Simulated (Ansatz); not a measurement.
The cluster W₄S₆. Total charge 0; triplet. Geometry r2SCAN-D4/def2-SVP, that of the charge +1 doublet; atoms count from 1.

```xyz
10

W    -0.538    0.440    1.514
W     0.257    1.904   -0.469
W    -0.351   -0.684   -0.735
W     1.915    0.150    0.069
S    -0.950    1.076   -2.227
S     1.678    0.024    2.347
S     2.543    2.233   -0.774
S    -2.648    0.426    1.915
S    -0.397   -2.911    0.032
S    -1.508   -2.660   -1.672
```

In the def2 sets W takes a core potential; there is no spin–orbit coupling. At PBE0-D4/def2-TZVP a singlet of charge 0 lies 0.23 eV below the triplet at the same geometry. The structure comes from a short search, and lower isomers may exist.

Question: Estimate the Mulliken populations from the PBE0/def2-TZVP orbitals of Ansatz.

Answer: 
```csv
atom,charge (e),spin (α − β),d electrons
W1,0.42,0.36,4.30
W2,0.52,0.49,4.30
W3,0.49,-0.20,4.30
W4,0.53,0.73,4.33
S5,-0.42,0.07,–
S6,-0.45,0.08,–
S7,-0.46,0.01,–
S8,-0.32,-0.06,–
S9,-0.10,0.30,–
S10,-0.22,0.22,–
```
Mulliken values and Mayer orders depend strongly on the basis.

Question: Where does the spin sit?

Answer: Summed by element: W 1.38, S 0.62, of 2 unpaired in all. Largest on single atoms: W4 0.73, W2 0.49, W1 0.36.

Question: And the Mayer bond orders between bonded heavy atoms (over 0.3)?

Answer: W1–W2 1.33 (2.59 Å); W1–W3 1.37 (2.52 Å); W1–W4 0.31 (2.86 Å); W1–S6 0.99 (2.40 Å); W1–S8 2.11 (2.15 Å); W2–W3 0.64 (2.67 Å); W2–W4 1.37 (2.47 Å); W2–S5 1.29 (2.29 Å); W2–S7 1.08 (2.33 Å); W3–W4 1.41 (2.54 Å); W3–S5 0.96 (2.38 Å); W3–S9 1.06 (2.36 Å); W3–S10 0.73 (2.47 Å); W4–S6 1.27 (2.29 Å); W4–S7 1.13 (2.33 Å); S9–S10 1.23 (2.05 Å).
